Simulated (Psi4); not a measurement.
H₂Cl₂Si, singlet, geometry from GFN2-xTB. Base run: Psi4 with HF/def2-SVP.

Here is a job for Psi4.
```
memory 2 GB

molecule mol {
0 1
Si   -0.029365   -0.753806    0.033461
Cl    1.656056    0.340302    0.026833
Cl   -1.624718    0.464142   -0.062541
H    -0.091646   -1.506331    1.276959
H    -0.029986   -1.615946   -1.138365
}

set {
  basis def2-svp
  reference rhf
  stability_analysis check
  scf_type pk
}

energy('scf')
print_variables()
```

The bond that is stretched is that between atoms 3 and 1. A test that says stable can miss a lower solution.

The base run was repeated with changes; each row names its change, and settings that it needs were set with it.

| change | ΔE vs base (eV) | <S^2> | outcome |
|---|---|---|---|
| base | 0.00 | 0.000 | converged |
| stability_analysis = follow; reference = uhf | 0.00 | 0.000 | converged |
| bond × 1.25 | 1.10 | 0.000 | converged |
| stability_analysis = follow; reference = uhf; bond × 1.25 | 1.10 | 0.000 | converged |
| bond × 1.5 | 2.90 | 0.000 | converged |
| stability_analysis = follow; reference = uhf; bond × 1.5 | 2.81 | 0.376 | converged |
| bond × 1.8 | 4.64 | 0.000 | converged |
| stability_analysis = follow; reference = uhf; bond × 1.8 | 3.46 | 0.905 | converged |
| bond × 2.2 | 6.19 | 0.000 | converged |
| stability_analysis = follow; reference = uhf; bond × 2.2 | 3.59 | 1.000 | converged |
| bond × 3.0 | 7.50 | 0.000 | converged |
| stability_analysis = follow; reference = uhf; bond × 3.0 | - | - | not converged |

Psi4 reported an instability in these rows: stability_analysis = follow; reference = uhf; bond × 1.5; stability_analysis = follow; reference = uhf; bond × 1.8; stability_analysis = follow; reference = uhf; bond × 2.2; stability_analysis = follow; reference = uhf; bond × 3.0 (restricted rows aren't judged here).

Where a bond breaks into two radicals, a solution with restricted orbitals usually stops being the lowest and lies too high; an unrestricted one lies lower at the price of spin contamination, which <S^2> shows.
